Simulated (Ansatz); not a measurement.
# A reaction path, image by image

GaH$_{2}$SF, singlet, from GaH₂SF ([F][GaH][SH]) to a complex of GaHS ([S][GaH]) + HF; PBE0-D4/def2-SVP (Ansatz 0.2.0). Settings:

```yaml
hamiltonian: {xc: pbe0, dispersion: d4}
neb:
  images: 5
  climbing: true
  max_iterations: 40
  initial_path: idpp
```

First end:

Ga1  (-0.459, 0.460, -0.073)
F2  (0.832, 1.459, 0.574)
S3  (0.102, -1.639, -0.280)
H4  (1.337, -1.407, 0.199)
H5  (-1.810, 1.128, -0.421)
(Å)

Second end:

Ga1  (-0.848, 0.013, -0.296)
F2  (1.187, 0.725, 0.558)
S3  (0.032, -1.827, -0.340)
H4  (1.286, -0.225, 0.410)
H5  (-1.657, 1.314, -0.331)
(Å)

The ends were relaxed with PBE0-D4 in triple zeta, so they are not quite minima here (largest force components 0.20 and 0.13 eV/Å).

Energies along the converged band: It took 6 iterations. Path lengths are measured after rigid turns and shifts between images are taken out.
| image | path length (Å) | energy (kJ/mol) |
| --- | --- | --- |
| 0 | 0.00 | 0.0 |
| 1 | 0.29 | 3.9 |
| 2 | 0.58 | 16.8 |
| 3 | 0.87 | 43.0 |
| 4 | 1.17 | 90.4 |
| 5 (climbing) | 1.46 | 121.7 |
| 6 | 1.84 | 117.0 |
Energies count from the first end.

The images between the ends:
Image 1:
```xyz
5
angstrom
Ga -0.5107 0.4080 -0.1014
F 0.8689 1.2811 0.5532
S 0.1382 -1.6677 -0.2730
H 1.3119 -1.2136 0.2286
H -1.8085 1.1921 -0.4075
```

Image 2:
```xyz
5
angstrom
Ga -0.5539 0.3497 -0.1280
F 0.9015 1.1090 0.5310
S 0.1776 -1.6934 -0.2644
H 1.2480 -1.0260 0.2431
H -1.7733 1.2607 -0.3817
```

Image 3:
```xyz
5
angstrom
Ga -0.5975 0.2880 -0.1553
F 0.9379 0.9427 0.5113
S 0.2157 -1.7101 -0.2543
H 1.1659 -0.8403 0.2506
H -1.7221 1.3197 -0.3523
```

Image 4:
```xyz
5
angstrom
Ga -0.6560 0.2178 -0.1896
F 1.0017 0.7838 0.5027
S 0.2123 -1.7189 -0.2571
H 1.1142 -0.6430 0.2709
H -1.6723 1.3603 -0.3269
```

Image 5:
```xyz
5
angstrom
Ga -0.7269 0.1364 -0.2302
F 1.0743 0.6793 0.5069
S 0.1638 -1.7510 -0.2804
H 1.1424 -0.4247 0.3241
H -1.6537 1.3601 -0.3204
```

The band counts as converged below 0.05 eV/Å. The run took about 67 s on 2 CPU threads (shared host).
